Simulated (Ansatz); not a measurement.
Kohn–Sham single points on C6H18GeN2 (`C[N](C)[Ge]([CH3])([CH3])[N](C)C`).

```yaml
crystal:
  periodic: [false, false, false]
  atoms:
    - {symbol: C, position_ang: [-1.688763, -0.750595, -2.057049]}
    - {symbol: N, position_ang: [-0.855352, -0.935509, -0.898557]}
    - {symbol: C, position_ang: [-1.248193, -2.071331, -0.102153]}
    - {symbol: Ge, position_ang: [-0.190648, 0.533726, -0.007452]}
    - {symbol: C, position_ang: [0.307604, 1.859630, -1.353819]}
    - {symbol: C, position_ang: [-1.428000, 1.276895, 1.309986]}
    - {symbol: N, position_ang: [1.246449, -0.159370, 0.913921]}
    - {symbol: C, position_ang: [1.764051, 0.540525, 2.059832]}
    - {symbol: C, position_ang: [2.276822, -0.808994, 0.142562]}
    - {symbol: H, position_ang: [-1.343315, 0.096291, -2.653747]}
    - {symbol: H, position_ang: [-1.649878, -1.639818, -2.700135]}
    - {symbol: H, position_ang: [-2.751656, -0.579674, -1.811587]}
    - {symbol: H, position_ang: [-0.584391, -2.172488, 0.759255]}
    - {symbol: H, position_ang: [-1.175809, -2.994938, -0.691467]}
    - {symbol: H, position_ang: [-2.285650, -2.004441, 0.268335]}
    - {symbol: H, position_ang: [-0.571157, 2.327772, -1.800674]}
    - {symbol: H, position_ang: [0.907497, 2.641903, -0.884476]}
    - {symbol: H, position_ang: [0.900385, 1.397398, -2.144701]}
    - {symbol: H, position_ang: [-2.383483, 1.490392, 0.826685]}
    - {symbol: H, position_ang: [-1.600959, 0.563438, 2.117208]}
    - {symbol: H, position_ang: [-1.048538, 2.206600, 1.737436]}
    - {symbol: H, position_ang: [2.480382, 1.339806, 1.800548]}
    - {symbol: H, position_ang: [2.291562, -0.155754, 2.725201]}
    - {symbol: H, position_ang: [0.955107, 0.991655, 2.638356]}
    - {symbol: H, position_ang: [2.800607, -1.554455, 0.755357]}
    - {symbol: H, position_ang: [1.834809, -1.329213, -0.710014]}
    - {symbol: H, position_ang: [3.040507, -0.109450, -0.238852]}
basis:
  gaussian: {orbitals: def2-TZVPP}
hamiltonian: {xc: {name: revPBE}, dispersion: d4}
output: {orbitals: {seedname: orbitals}}
```

```sh
$ ansatz run in.yaml --threads 4 --pin off --events-out ev --progress --plain --max-ram 46080MiB --backend cuda --devices 0, --max-vram 37GiB
```

Shortened log:

```
Functional definition: revPBE
2810 factors; their error is unknown
mean field evaluation 1: about -65973.1049 eV, gradient 1.3e2 eV
mean field evaluation 2: about -65871.2729 eV, gradient 2.3e2 eV
mean field evaluation 4: about -66010.1694 eV, gradient 1.7e1 eV
mean field evaluation 8: about -66010.6974 eV, gradient 1.2e-1 eV
mean field evaluation 16: about -66010.6269 eV, gradient 6.8e-4 eV
mean field -66010.62690858 eV, -2425.8457952802 hartree, gradient 2.6e-5 eV, S^2 0.000000; 0 other end points of the search recorded, 0 dependent functions left out
reference -66010.62699062 eV, -2425.8457982953 hartree; 50, 50 occupied and 498, 498 virtual orbitals, 2810 factors
Total energy: -66012.76372162 eV, -2425.9243217112 hartree
```

It took 2.3 s on 4 threads of an AMD EPYC 7R13 on a shared host and a share of an NVIDIA H100 80 GB, with 1.1 GiB of host memory at the peak.

The same input with `hamiltonian: {xc: pbe, dispersion: d4}` and forces (abridged; 3 s):

```
Functional definition: PBE
mean field evaluation 16: about -65996.6009 eV, gradient 1.3e-2 eV
mean field -65996.60093336 eV, -2425.3303501981 hartree, gradient 1.8e-5 eV, S^2 0.000000
Total energy: -65997.33758678 eV, -2425.3574217121 hartree
Atom 0 force    -0.025631     0.042093    -0.074079 eV/Å
Atom 1 force     0.162308    -0.126323    -0.122343 eV/Å
Atom 2 force    -0.008967    -0.063105     0.066025 eV/Å
Atom 3 force    -0.089606     0.250896    -0.003523 eV/Å
Atom 4 force     0.005887     0.029636    -0.050311 eV/Å
Atom 5 force    -0.023817     0.020448     0.049578 eV/Å
Atom 6 force    -0.046630    -0.197468     0.126973 eV/Å
Atom 7 force    -0.007489     0.050585     0.072751 eV/Å
Atom 8 force     0.047491    -0.044774    -0.064528 eV/Å
Atom 9 force     0.061449     0.169291    -0.125066 eV/Å
Atom 10 force    -0.002190    -0.187491    -0.142886 eV/Å
Atom 11 force    -0.247172     0.033980     0.036062 eV/Å
Atom 12 force     0.133559    -0.023538     0.181011 eV/Å
Atom 13 force     0.007974    -0.200451    -0.119357 eV/Å
Atom 14 force    -0.233539    -0.005532     0.087298 eV/Å
Atom 15 force    -0.164554     0.091085    -0.087794 eV/Å
Atom 16 force     0.110213     0.144478     0.090045 eV/Å
Atom 17 force     0.111008    -0.083357    -0.149600 eV/Å
Atom 18 force    -0.175961     0.039674    -0.092595 eV/Å
Atom 19 force    -0.034439    -0.131066     0.152575 eV/Å
Atom 20 force     0.068884     0.176848     0.084046 eV/Å
Atom 21 force     0.170039     0.181926    -0.039144 eV/Å
Atom 22 force     0.119199    -0.140050     0.147495 eV/Å
Atom 23 force    -0.155886     0.095158     0.121370 eV/Å
Atom 24 force     0.119739    -0.157109     0.124378 eV/Å
Atom 25 force    -0.086839    -0.107315    -0.179139 eV/Å
Atom 26 force     0.184970     0.141478    -0.089242 eV/Å
Dipole moment:    -0.059298     0.165967    -0.002345 e Å
```

Changing it to `hamiltonian: {xc: {name: wB97M-V}}` and forces (abridged; 6 s):

```
Functional definition: wB97M-V
mean field evaluation 16: about -66010.1268 eV, gradient 8.0e-4 eV
mean field -66010.12677030 eV, -2425.8274155375 hartree, gradient 6.0e-5 eV, S^2 0.000000
Total energy: -66010.12684200 eV, -2425.8274181723 hartree
Atom 0 force    -0.183168     0.020178    -0.259250 eV/Å
Atom 1 force     0.186495     0.163472     0.064765 eV/Å
Atom 2 force    -0.077622    -0.251098     0.155214 eV/Å
Atom 3 force    -0.012735     0.035687    -0.000499 eV/Å
Atom 4 force     0.011763     0.015753    -0.009388 eV/Å
Atom 5 force    -0.019202     0.004986     0.009061 eV/Å
Atom 6 force    -0.247261     0.006674    -0.067070 eV/Å
Atom 7 force     0.126666     0.138044     0.256969 eV/Å
Atom 8 force     0.220469    -0.148932    -0.149628 eV/Å
Atom 9 force    -0.024084    -0.053626     0.034935 eV/Å
Atom 10 force    -0.006257     0.069457     0.046708 eV/Å
Atom 11 force     0.083593    -0.013724    -0.005502 eV/Å
Atom 12 force    -0.046364    -0.001076    -0.051508 eV/Å
Atom 13 force    -0.007799     0.066481     0.045637 eV/Å
Atom 14 force     0.074295     0.007981    -0.032111 eV/Å
Atom 15 force     0.056689    -0.030917     0.026085 eV/Å
Atom 16 force    -0.034097    -0.042011    -0.031801 eV/Å
Atom 17 force    -0.036553     0.028287     0.042407 eV/Å
Atom 18 force     0.052733    -0.010158     0.032566 eV/Å
Atom 19 force     0.010738     0.044008    -0.043412 eV/Å
Atom 20 force    -0.024022    -0.060458    -0.024850 eV/Å
Atom 21 force    -0.056049    -0.063433     0.006597 eV/Å
Atom 22 force    -0.038743     0.056511    -0.048471 eV/Å
Atom 23 force     0.052895    -0.027082    -0.033796 eV/Å
Atom 24 force    -0.035670     0.055210    -0.047358 eV/Å
Atom 25 force     0.036134     0.029832     0.051123 eV/Å
Atom 26 force    -0.062844    -0.040047     0.032576 eV/Å
Dipole moment:    -0.062986     0.176295    -0.002493 e Å
```

With the line `hamiltonian: {xc: {name: wB97X-V}}` (abridged; 4.7 s):

```
Functional definition: wB97X-V
mean field evaluation 16: about -66010.7131 eV, gradient 3.1e-4 eV
mean field -66010.71305789 eV, -2425.8489612091 hartree, gradient 2.1e-5 eV, S^2 0.000000
Total energy: -66010.71305491 eV, -2425.8489610997 hartree
```

With the line `hamiltonian: {xc: pbe0, dispersion: d4}` (abridged; 2.5 s):

```
Functional definition: PBE0
mean field evaluation 16: about -65999.6476 eV, gradient 3.7e-4 eV
mean field -65999.64761818 eV, -2425.4423138001 hartree, gradient 8.6e-5 eV, S^2 0.000000
Total energy: -66000.28469875 eV, -2425.4657260795 hartree
```
